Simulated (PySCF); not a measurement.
# Removing an electron from `C#C[SiH2]OC`

C3H6OSi.
Geometry (PBE0-D3(BJ)/def2-SVP, Å), atoms numbered from 1 in this order:
```xyz
11
C3H6OSi angstrom
C      2.6845    0.0484   -0.1460
C      1.5802   -0.4565   -0.2332
Si    -0.0973   -1.2018   -0.3506
O     -1.2412   -0.0220   -0.5672
C     -1.4412    1.0498    0.3136
H      3.6621    0.4917   -0.0719
H     -0.3414   -1.9614    0.9124
H     -0.1743   -2.0902   -1.5366
H     -1.7094    0.7062    1.3300
H     -0.5435    1.6888    0.3941
H     -2.2695    1.6667   -0.0657
```

Level: wB97X-D/def2-SVPD (PySCF). Frontier orbitals with their largest atomic shares (Löwdin; up to four atoms above 4 %):

| orbital | ε (eV) | main atoms |
| --- | --- | --- |
| HOMO−3 | -11.05 | O4 44 %, C5 16 %, C2 9 %, H11 8 % |
| HOMO−2 | -10.43 | C2 32 %, C1 30 %, O4 16 %, Si3 6 % |
| HOMO−1 | -10.27 | O4 34 %, C2 24 %, C1 23 %, C5 7 % |
| HOMO | -10.12 | ? |
| LUMO | 1.25 | C1 25 %, C2 25 %, Si3 23 %, O4 7 % |
| LUMO+1 | 1.74 | C1 33 %, C2 31 %, Si3 18 %, H6 7 % |
| LUMO+2 | 2.20 | Si3 31 %, C1 22 %, C2 10 %, C5 8 % |

Problem. What vertical ionisation energy does ΔSCF give, and how far is −ε(HOMO) from it?

Solution. ΔSCF: 10.44 eV (1007 kJ/mol; threshold wavelength 119 nm); ⟨S²⟩ of the doublet left behind is 0.760, against 0.75 for a pure doublet. −ε(HOMO) is 10.12 eV, 0.32 eV below it. In exact Kohn–Sham theory the two would be equal; wB97X-D (range-separated hybrid) falls short of its own ΔSCF value by 3 %.

Problem. On which atoms does the HOMO lie?

Solution. C2 (alkyne carbon) 25 %, C1 (terminal alkyne carbon) 25 %, O4 (silyl ether oxygen) 16 %, Si3 (oxygen-bound silicon) 11 %, so no atom holds as much as 40 %. The HOMO−1 lies 0.15 eV lower.

Problem. How many of the 10 lowest singlet excitations (vertical TDDFT, same level) lie below the ionisation energy?

Solution. All 10; they run from 5.88 to 8.50 eV.

Problem. What total energies stand behind the ΔSCF value?

Solution. E(N) = -482.30891 Eh and E(N − 1) = -481.92533 Eh at the same geometry, 0.38358 Eh apart.

Geometry: PBE0-D3(BJ)/def2-SVP, one conformer, isolated molecule.

The pairwise dispersion term of wB97X-D wasn't added to the energies; at a given geometry it leaves orbitals and properties as they are.
